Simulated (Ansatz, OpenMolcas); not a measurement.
# Worked example: vertical ionisation energy of Si5H10 (SMILES [SiH2]1[SiH2][SiH2][SiH2][SiH2]1)

Si5H10 has 15 atoms, charge 0, and is taken as a singlet. As SMILES, `[SiH2]1[SiH2][SiH2][SiH2][SiH2]1`. The coordinates come from a PBE0-D4/def2-TZVP relaxation. This is one conformer, not always the lowest.

Both states at this one shape; open shells run unrestricted unless said. 1 Eh = 27.2114 eV.

| level | program | singlet Si5H10 (Eh) | doublet [Si5H10]+ (Eh) | HOMO of the first (eV) |
| --- | --- | --- | --- | --- |
| HF/STO-3G | Ansatz | -1433.910387 | -1433.672246 | -7.19 |
| M06-L/6-31G* (spherical functions) | OpenMolcas | -1453.385565 | -1453.050479 | -6.76 |
| BHLYP/6-31G* (spherical functions) | Ansatz | -1453.376477 | -1453.033347 | -8.47 |

**Question.** Work out the vertical ionisation energy at each level.

**Answer.** 
1. HF/STO-3G: -1433.672246 − (-1433.910387) = 0.238141 Eh = 6.48 eV; −ε(HOMO) = 7.19 eV.
2. M06-L/6-31G* (spherical functions): -1453.050479 − (-1453.385565) = 0.335086 Eh = 9.12 eV; −ε(HOMO) = 6.76 eV.
3. BHLYP/6-31G* (spherical functions): -1453.033347 − (-1453.376477) = 0.343130 Eh = 9.34 eV; −ε(HOMO) = 8.47 eV.

No measured value is set beside it here; the levels span 6.48 to 9.34 eV. In Hartree–Fock, −ε(HOMO) (Koopmans) exceeds the difference of totals by the orbital relaxation of the ion. In semi-local functionals −ε(HOMO) lies far under the ionisation energy, a result of self-interaction. Hartree–Fock favours the state with fewer electron pairs, since it lacks pair correlation. Minimal sets are far from the basis-set limit.
